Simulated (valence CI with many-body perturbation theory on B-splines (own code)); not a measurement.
A CI+MBPT run for Re35+

Calculated by configuration interaction combined with many-body perturbation theory (CI+MBPT): four valence electrons over a frozen Dirac-Fock core [Kr], a basis of 6 s, 6 p, 5 d, 5 f, 1 g functions for each j, with the one-electron correlation potential Σ1 (screened to all orders), the two-electron term Σ2, the three-electron term Σ3, Breit, model QED; selected single and double excitations, second order for the rest, scaled by the run's own slope (own B-spline code, finite nucleus).

Command, and the settings that its task file holds:

```sh
python run_cv.py task.json out
```

```
atom Re  Z=75  mass_number=187  rms_radius_fm=5.3698
core [Kr]
valence 4d4
avg = 1
basis = S
breit = 1
cap = 10000
capref = 1200
cscale = 1
de = 0.0
dress = 0
eps = 2e-08
extrap = 1
h = 0.27
hh = 1
l2 = 3
lcore = 6
maxit = 60
n2 = 2
natural = 1
nlev = 21
nno = [3, 3, 3, 3, 1]
nroot = 26
nsp = [3, 3, 2, 2, 0]
pt2 = 1
qed = 1
rpa = 1
s1 = 1
s2 = 1
s3 = 1
screen = 1
tol = 2e-05
whole = 1
```

It took 46 s on 1 thread of Arm Neoverse N1 (shared host).

Log. The first blocks belong to the next ion, which gives the ionisation energy. Fields: 2J, parity (1 odd), roots, reference size, generating configurations, candidates as configurations/state functions, variational space P, stored matrix elements, Davidson steps; e2 is the range of second-order energies in hartree. The first line gives the box (bohr), its intervals, the orbitals and the steps of their self-consistent field. Window is the range of levels sought, series limit the energy at which the first omitted orbital would enter, core excitation an estimate of the first excitation out of the core, left out the lowest levels not solved, and shifts from estimates the range by which levels moved from their first estimate, all in cm⁻¹.

```
rmax 4.1 intervals 58 orbitals 40 references ['4d4', '4d3 4f', '4d2 4f2', '4d3 5s', '4d3 5p'] scf 4 t 2.1
2J=3 par=0 roots 2 ref 38 generators 5 cand 1144/2800 P 422/1000 nnz 0 it 0
2J=3 par=0 roots 2 ref 38 generators 9 cand 1380/3308 P 679/1700 nnz 0 it 4
   second order: generators 10 cand 1441/3375 e2 -0.00001 -0.00000
2J=5 par=0 roots 2 ref 44 generators 4 cand 1151/3290 P 327/998 nnz 0 it 0
2J=5 par=0 roots 2 ref 44 generators 6 cand 1511/4113 P 677/2044 nnz 0 it 4
   second order: generators 10 cand 1491/4009 e2 -0.00001 -0.00000
reference levels 697, estimated 33, window 470995 1/cm; series limit 6485310, core excitation 1293941
2J=0 par=0 roots 4 ref 26 generators 8 cand 2739/6321 P 1076/2077 nnz 0 it 5
2J=0 par=0 roots 4 ref 26 generators 11 cand 2516/5809 P 1387/2958 nnz 1.1e+06 it 4
   second order: generators 16 cand 3729/8314 e2 -0.00002 -0.00000
2J=2 par=0 roots 4 ref 44 generators 8 cand 3172/18954 P 726/3551 nnz 3e+06 it 5
2J=2 par=0 roots 4 ref 44 generators 10 cand 2949/17947 P 1142/5982 nnz 6.1e+06 it 5
   second order: generators 11 cand 3171/19123 e2 -0.00002 -0.00001
2J=8 par=0 roots 6 ref 85 generators 9 cand 3330/32386 P 485/3601 nnz 3.1e+06 it 4
2J=8 par=0 roots 6 ref 85 generators 11 cand 3197/31362 P 1161/8456 nnz 1.3e+07 it 5
   second order: generators 16 cand 3873/42950 e2 -0.00004 -0.00002
2J=4 par=0 roots 6 ref 78 generators 10 cand 3361/29058 P 524/3584 nnz 2.9e+06 it 5
2J=4 par=0 roots 6 ref 78 generators 11 cand 3209/28037 P 1240/8729 nnz 1.3e+07 it 8
   second order: generators 16 cand 3833/35266 e2 -0.00003 -0.00002
2J=6 par=0 roots 5 ref 77 generators 8 cand 3358/33124 P 451/3593 nnz 3.1e+06 it 4
2J=6 par=0 roots 5 ref 77 generators 10 cand 3226/32106 P 1090/8591 nnz 1.4e+07 it 5
   second order: generators 14 cand 3939/42451 e2 -0.00003 -0.00002
2J=10 par=0 roots 2 ref 63 generators 4 cand 2476/22951 P 532/3578 nnz 3.3e+06 it 4
2J=10 par=0 roots 2 ref 63 generators 7 cand 3025/26128 P 863/5653 nnz 6.9e+06 it 4
   second order: generators 11 cand 3386/32591 e2 -0.00003 -0.00003
2J=12 par=0 roots 2 ref 54 generators 4 cand 2499/19093 P 721/3277 nnz 2.6e+06 it 4
2J=12 par=0 roots 2 ref 54 generators 8 cand 2628/19446 P 872/4147 nnz 3.7e+06 it 4
   second order: generators 11 cand 3817/31721 e2 -0.00002 -0.00002
left out: unestimated 752782, estimated 549549, shifts from estimates -57 to 0
operators 4.6
```

The Davidson iterations converged.

The last digits are not significant, and no measured levels were compared; by estimate large intervals hold to a few tenths of a per cent, small ones and those within an open d or f shell to about a per cent. Only levels of the ground parity were solved; by the run's estimate the other parity begins above the list, which can be wrong where configurations are misplaced.

| Item | Value |
| --- | --- |
| Valence energy | -237.2852 hartree |
| Ionisation energy | 1530.8 eV (NIST: 1530 ± 5 eV (theoretical)) |
| Reference configurations for the orbitals | 4d4, 4d3 4f, 4d2 4f2, 4d3 5s, 4d3 5p |
| Radial orbitals | 40 |
| Box radius | 4.148 bohr |
| Largest variational space | 8729 |
| Lowest levels | (4d3/2^4) J=0 0, (4d3/2^3 4d5/2) J=1 126820, (4d3/2^3 4d5/2) J=4 167800, (4d3/2^3 4d5/2) J=2 169950, (4d3/2^3 4d5/2) J=3 181690, (4d3/2^2 4d5/2^2) J=0 [a] 283160, (4d3/2^2 4d5/2^2) J=2 [a] 288150, (4d3/2^2 4d5/2^2) J=4 [a] 293440, (4d3/2^2 4d5/2^2) J=3 [a] 297590, (4d3/2^2 4d5/2^2) J=5 313370, (4d3/2^2 4d5/2^2) J=1 323640, (4d3/2^2 4d5/2^2) J=6 324900, (4d3/2^2 4d5/2^2) J=3 [b] 337330, (4d3/2^2 4d5/2^2) J=4 [b] 338950 cm⁻¹ |

Levels are named by their leading jj configuration (3d3/2^4 stands for four electrons in 3d with j = 3/2), which in mixed levels can hold well under half, so a name can repeat and another be missing. Letters in brackets count levels of one name in rising energy.
